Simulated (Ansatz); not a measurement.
Cartesian coordinates (Å):
```xyz
8

C     -0.8047    -0.2401    -0.1489
C      0.2730     0.7693     0.1645
O      0.0738     1.9395     0.3317
S      1.9635     0.1449     0.2898
H     -1.7635     0.2721    -0.1939
H     -0.8335    -1.0120     0.6215
H     -0.5997    -0.7260    -1.1039
H      1.6897    -1.1461     0.0386
```
Charge +1, spin multiplicity 2.

All values below come from frozen-core CCSD(T)/cc-pVTZ // B3LYP-D3(BJ)/def2-TZVP in Ansatz (an electronic-structure program). The geometry is that of the parent before the electron was removed.

```
Property                       Result
----------------------  -------------
HF energy               -550.20970 Ha
MP2 correlation energy    -0.67505 Ha
```

Question: Estimate the CCSD correlation energy, the (T) correction, the total energy and the T1 diagnostic.

Answer: 
The CCSD correlation energy is -0.72526 Ha and the (T) correction is -0.03354 Ha. The CCSD(T) total energy is -550.96851 Ha and the T1 diagnostic is 0.033.
